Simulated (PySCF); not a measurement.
C₂H₃BrF₂.

```xyz
8

C     -1.2971     1.4466     0.0000
C      0.0662     0.8211     0.0000
F      0.7656     1.1897     1.0770
F      0.7656     1.1897    -1.0770
Br    -0.0435    -1.1384     0.0000
H     -1.8511     1.1425     0.8961
H     -1.8511     1.1425    -0.8961
H     -1.1689     2.5394     0.0000
```
Charge 0, spin multiplicity 1.

Coordinates come from a PBE0-D3(BJ)/def2-SVP optimisation.

Method: PBE/pcSseg-1 (PySCF). Non-relativistic, no solvent.

Computed absolute GIAO shielding of each atom: isotropic value and principal components (ppm):
```
atom  σ(iso)    σ11     σ22     σ33    span
----  ------  -----  ------  ------  ------
C1     145.4  123.8   130.8   181.4    57.6
C2      33.3   19.3    35.1    45.5    26.2
F3     201.7  127.4   212.6   265.1   137.7
F4     201.7  127.4   212.6   265.1   137.7
Br5   1657.6  908.3  1122.0  2942.4  2034.2
H6      29.1   25.5    28.0    33.6     8.1
H7      29.1   25.5    28.0    33.6     8.1
H8      29.3   25.8    26.5    35.6     9.7
```
